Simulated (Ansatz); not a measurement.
```yaml
crystal:
  periodic: [false, false, false]
  atoms:
    - {symbol: N, position_ang: [-0.208041, 1.232158, -0.182996]}
    - {symbol: B, position_ang: [-0.246561, -0.169739, -0.246700]}
    - {symbol: N, position_ang: [0.583032, -1.024699, 0.496048]}
    - {symbol: Cl, position_ang: [-1.437172, -0.919852, -1.352728]}
    - {symbol: H, position_ang: [-0.821632, 1.803057, -0.733595]}
    - {symbol: H, position_ang: [0.422791, 1.745401, 0.405360]}
    - {symbol: H, position_ang: [0.519284, -2.022357, 0.417362]}
    - {symbol: D, position_ang: [1.280398, -0.701169, 1.141446]}
basis:
  gaussian: {orbitals: "6-31++G**"}
magnetization: {spin_polarized: true, initial_magnetization: 0}
hamiltonian: {xc: {name: wB97}}
output: {forces: true}
```

```sh
$ ansatz run in.yaml --threads 4 --pin off --events-out ev --progress --plain --max-ram 10444MiB
```

(1) How does Ansatz answer? (Estimate.)

Results:

(1) Computed: The program refused the input.
```
Error: YAML parse error: error: line 11 column 16: `D` is not an element symbol (H … Og, case-exact)
 9 |     - {symbol: H, position_ang: [0.422791, 1.745401, 0.405360]}
10 |     - {symbol: H, position_ang: [0.519284, -2.022357, 0.417362]}
11 |     - {symbol: D, position_ang: [1.280398, -0.701169, 1.141446]}
12 | basis:
13 |   gaussian: {orbitals: "6-31++G**"}
```
